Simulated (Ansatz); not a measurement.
One change: `[SnH3][GeH]1[CH2][O]1` becomes `[Cl][GeH]1[CH2][O]1`.

Ansatz, PBE0-D4/def2-TZVP geometries, multiplicity 1. 

Elements past krypton have def2 core potentials. Scalar relativity is left out up to krypton.

```
                                          property  `[SnH3][GeH]1[CH2][O]1`
size of the dipole moment (ωB97M-V/def2-TZVPP) / D                     2.31
              HOMO–LUMO gap (PBE0/def2-TZVPP) / eV                     5.89
               HOMO–LUMO gap (PBE/def2-TZVPP) / eV                     4.04
    zero-point energy (PBE0-D4/def2-TZVP) / kJ/mol                    152.9
             HOMO–LUMO gap (B3LYP/def2-TZVPP) / eV                     5.45
                 HOMO energy (PBE/def2-TZVPP) / eV                    -5.91
```

**Question.** What does the change do to each property? (Best estimate.)

**Answer.** Computed: 
```tsv
property	`[Cl][GeH]1[CH2][O]1`	shift
size of the dipole moment (ωB97M-V/def2-TZVPP) / D	2.43	0.12
HOMO–LUMO gap (PBE0/def2-TZVPP) / eV	6.36	0.47
HOMO–LUMO gap (PBE/def2-TZVPP) / eV	4.28	0.24
zero-point energy (PBE0-D4/def2-TZVP) / kJ/mol	103.0	-49.9
HOMO–LUMO gap (B3LYP/def2-TZVPP) / eV	5.86	0.41
HOMO energy (PBE/def2-TZVPP) / eV	-6.30	-0.39
```

The zero-point energy changes by -49.9 kJ/mol with -9 modes. Dipoles are sizes alone; their direction can turn.

Positive LUMOs are unbound, so they and the gaps depend on the basis.

B3LYP here is the variant with VWN-RPA as its local correlation; programs differ in this.
